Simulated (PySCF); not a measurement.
Compound: C₂H₈As₂.
Bonds: As1–C2, C2–C3, C3–As4. Hydrogens: H5, H6 on As1; H7, H8 on C2; H9, H10 on C3; H11, H12 on As4.

Computed with PySCF at B3LYP/def2-SVPD, non-relativistic, on one gas-phase PBE0-D3(BJ)/def2-SVP geometry that isn't relaxed in the solvent. The solvent is an IEF-PCM continuum (cavity from Bondi-type radii × 1.2), and excitations are vertical TDDFT with non-equilibrium linear response and a frozen core. Only the electrostatic response of the medium enters. Spin–orbit coupling is left out although an atom past zinc is present.

Gas-phase singlets (H = HOMO, L = LUMO):

| state | E (eV) | λ (nm) | f | leading configuration |
| --- | --- | --- | --- | --- |
| S1 | 5.669 | 219 | 0.029 | H→L 98% |
| S2 | 6.166 | 201 | 0.043 | H-1→L 71% |
| S3 | 6.220 | 199 | 0.114 | H→L+1 75% |
| S4 | 6.386 | 194 | 0.027 | H→L+2 67% |
| S5 | 6.512 | 190 | 0.070 | H→L+3 71% |

**Question.** What are the lowest 5 singlets in benzene (ε = 2.271)?

**Answer.** 
```csv
state,E (eV),λ (nm),f,leading configuration,change by rank (eV)
S1,5.686,218,0.046,H→L 98%,+0.017
S2,6.137,202,0.157,H-1→L 48%,-0.029
S3,6.176,201,0.155,H→L+1 50%,-0.044
S4,6.399,194,0.123,H→L+2 46%,+0.013
S5,6.463,192,0.226,H→L+3 71%,-0.049
```

**Question.** Give the list for tetrahydrofuran (ε = 7.426), n² = 1.97.

**Answer.** 
```json
{"state": "S1", "E (eV)": "5.744", "λ (nm)": "216", "f": "0.044", "leading configuration": "H→L 98%", "change by rank (eV)": "+0.075"}
{"state": "S2", "E (eV)": "6.187", "λ (nm)": "200", "f": "0.248", "leading configuration": "H→L+1 73%", "change by rank (eV)": "+0.021"}
{"state": "S3", "E (eV)": "6.208", "λ (nm)": "200", "f": "0.073", "leading configuration": "H-1→L 43%", "change by rank (eV)": "-0.012"}
{"state": "S4", "E (eV)": "6.429", "λ (nm)": "193", "f": "0.170", "leading configuration": "H→L+2 40%", "change by rank (eV)": "+0.043"}
{"state": "S5", "E (eV)": "6.490", "λ (nm)": "191", "f": "0.224", "leading configuration": "H→L+3 64%", "change by rank (eV)": "-0.022"}
```

**Question.** The ground-state energy changes by -0.070 eV from gas to tetrahydrofuran. By how much does the total energy of gas-phase S1 change?

**Answer.** E(S1) = E(S0) + excitation energy, so it changes by -0.070 + 0.075 = +0.005 eV: it isn't lowered at all, while the ground state is. This is the vertical state, with the slow part of the continuum still set for S0.

**Question.** How do the frontier levels move from gas to tetrahydrofuran?

**Answer.** 
```csv
orbital,gas (eV),solvent (eV),change (eV),"Löwdin shares, gas","Löwdin shares, solvent"
LUMO+2,0.35,0.52,+0.17,"As4 28 %, As1 23 %, H6 12 %, H12 11 %","As4 31 %, As1 21 %, H12 10 %, H6 10 %"
LUMO+1,0.16,0.33,+0.17,"As1 37 %, As4 22 %, H5 11 %, C2 7 %","As1 37 %, As4 23 %, H5 10 %, C2 7 %"
LUMO,-0.34,-0.10,+0.24,"As4 22 %, As1 19 %, C3 11 %, C2 10 %","As4 23 %, As1 20 %, C3 10 %, C2 10 %"
HOMO,-6.79,-6.66,+0.13,"As4 34 %, As1 31 %, C2 13 %, C3 6 %","As4 36 %, As1 30 %, C2 13 %, C3 7 %"
HOMO-1,-7.33,-7.21,+0.12,"As1 39 %, As4 25 %, H6 8 %, C2 8 %","As1 40 %, As4 24 %, C2 8 %, H6 8 %"
HOMO-2,-8.65,-8.43,+0.22,"As4 25 %, C3 21 %, As1 12 %, C2 10 %","As4 26 %, C3 21 %, As1 12 %, C2 10 %"
HOMO-3,-9.50,-9.25,+0.25,"As4 21 %, C3 15 %, H12 14 %, H11 10 %","As4 23 %, C3 18 %, H12 15 %, H11 11 %"
```

The HOMO–LUMO gap goes from 6.45 to 6.56 eV.

Conformer computed: `[AsH2:1][CH2:2][CH2:3][AsH2:4]`: As1–C2–C3–As4 176°, H–As1–C2–C3 72°, H–As1–C2–C3 164°, H–As4–C3–C2 -44°, H–As4–C3–C2 48°.
